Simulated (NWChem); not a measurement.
Everything below was run with NWChem. System: CH$_{3}$Si, charge 0, spin multiplicity 4, at the geometry of a parent with another charge or spin, in a state set for the comparison that need not be this species' ground state. Its SCF solution wasn't tested for a lower state. Level: UMP2/def2-TZVP, 6 core orbitals frozen.

The NWChem input:

```
start mol
memory heap 200 mb stack 900 mb global 1100 mb
geometry units angstroms nocenter noautoz
  C     -1.194001     0.494477     0.000000
  Si     0.463650    -0.141712     0.000000
  H     -1.973262    -0.294420     0.000000
  H      1.061262    -1.526678     0.000000
  H      1.584908     0.838203     0.000000
  symmetry group Cs
end
basis spherical
  * library def2-tzvp
end
scf
  uhf
  nopen 3
  maxiter 100
  thresh 1e-7
  semidirect memsize 60000000 filesize 0
  # guess.movecs holds the orbitals of an unrestricted PBE0 run
  vectors input guess.movecs output mol.movecs
end
mp2
  freeze core 6
end
task mp2 energy
```

Output (cleaned and shortened):

```
             Northwest Computational Chemistry Package (NWChem) 7.3.0
             --------------------------------------------------------

                                NWChem Input Module
                                -------------------

 Scaling coordinates for geometry "geometry" by  1.889725989
 (inverse scale =  0.529177249)

 Turning off AUTOSYM since
 SYMMETRY directive was detected!

                             Geometry "geometry" -> ""
                             -------------------------

 Output coordinates in angstroms (scale by  1.889725989 to convert to a.u.)

  No.       Tag          Charge          X              Y              Z
 ---- ---------------- ---------- -------------- -------------- --------------
    1 C                    6.0000    -1.19400100     0.49447700     0.00000000
    2 Si                  14.0000     0.46365000    -0.14171200     0.00000000
    3 H                    1.0000    -1.97326200    -0.29442000     0.00000000
    4 H                    1.0000     1.06126200    -1.52667800     0.00000000
    5 H                    1.0000     1.58490800     0.83820300     0.00000000

 Effective nuclear repulsion energy (a.u.)      43.5232967724

            Nuclear Dipole moment (a.u.)
            ----------------------------
        X                 Y               Z
 ---------------- ---------------- ----------------
     0.0000037795    -0.0000018897     0.0000000000

      Symmetry information
      --------------------

 Group name             Cs
 Group number              2
 Group order               2
 No. of unique centers     5

      Symmetry unique atoms

     1    2    3    4    5


 Summary of "ao basis" -> "" (spherical)
 ------------------------------------------------------------------------------
       Tag                 Description            Shells   Functions and Types
 ---------------- ------------------------------  ------  ---------------------
 *                         def2-tzvp                  on all atoms

 Summary of "ao basis" -> "ao basis" (spherical)
 ------------------------------------------------------------------------------
[...]
  AO/Fock/Back tols     =   1.0D-09  1.0D-09  1.0D-09

 GA uses MA = F    GA memory limited = T

 Available:
  local mem=  1.26D+08
 global mem=  1.44D+08
 local disk=  0.00D+00
  mp2_memr nvloc                    73
  nvloc new                    73
   1 passes of   7:        5242880                      40627                   6484541.
   1 passes of   7: M    126149915           G      144164408           F     120907035.

 Semi-direct pass number   1 of   1  for UHF alpha       at        2.5s
  vrange nnbf                  3725
  mp2_eaftype                    24  avail_ma_in_mb                  1099
 EAF : mp2_eaftype filesize          24    3242271.
  mp2_eaf for mointskh                     24
Node 0 wrote     15.2 Mb in      0.0 s     Agg I/O rate:   581.0 Mb/s
 Done moints_semi at        5.3s
  mp2_eaftype                    24  avail_ma_in_mb                  1075
 EAF : mp2_eaftype filesize          24    3242271.
  mp2_eaf for kh                    24
 Done maket at        5.4s
 Done multipass loop at        5.4s

 GA uses MA = F    GA memory limited = T

 Available:
  local mem=  1.26D+08
 global mem=  1.44D+08
 local disk=  0.00D+00
  mp2_memr nvloc                    76
  nvloc new                    76
   1 passes of   4:        5242880                      30281                   3862886.
   1 passes of   4: M    126149915           G      144164408           F     120907035.

 Semi-direct pass number   1 of   1  for UHF beta        at        5.4s
  vrange nnbf                  3725
  mp2_eaftype                    14  avail_ma_in_mb                  1099
 EAF : mp2_eaftype filesize          14    1931443.
  mp2_eaf for mointskh                     14
Node 0 wrote      9.1 Mb in      0.0 s     Agg I/O rate:  1479.0 Mb/s
 Done moints_semi at        8.0s
  mp2_eaftype                    14  avail_ma_in_mb                  1085
 EAF : mp2_eaftype filesize          14    1931443.
  mp2_eaf for kh                    14
 Done maket at        8.1s
 Done multipass loop at        8.1s

          -------------------------------------------
          SCF energy                -328.382036913124
          Correlation energy          -0.203758605119
          Singlet pairs                0.000000000000
          Triplet pairs                0.000000000000
          Total MP2 energy          -328.585795518243
          -------------------------------------------

          ---------------------------------------------------
                    Spin Component Scaled (SCS) MP2
          Same spin pairs                     -0.044993072582
          Same spin scaling factor             0.333333333333
          Opposite spin pairs                 -0.158765532537
          Opposite spin scaling fact.          1.200000000000
          SCS-MP2 correlation energy          -0.205516329905
          Total SCS-MP2 energy              -328.587553243029
          ---------------------------------------------------

 -----------------------
 Performance information
 -----------------------

 Timer overhead =  1.36D-07 seconds/call

               Nr. of calls         CPU time (s)                 Wall time (s)                GFlops
             ---------------    -------------------     ------------------------------   -------------------
Name         Min   Avg   Max    Min     Avg     Max     Min     Avg     Max   Mx/calls   Min     Max     Sum
mp2: moin     2     2     2    5.4     5.4     5.4      5.4     5.4     5.4     2.7      0.0     0.0     0.0
mp2: make     2     2     2   0.17    0.17    0.17     0.17    0.17    0.17    8.58E-2   0.0     0.0     0.0
mp2: tota     1     1     1    5.7     5.7     5.7      5.7     5.7     5.7     5.7      0.0     0.0     0.0

 The average no. of pstat calls per process was 5.00D+00
 with a timing overhead of 6.82D-07s

 Task  times  cpu:        8.1s     wall:        8.1s

 Total times  cpu:        8.1s     wall:        8.1s
```
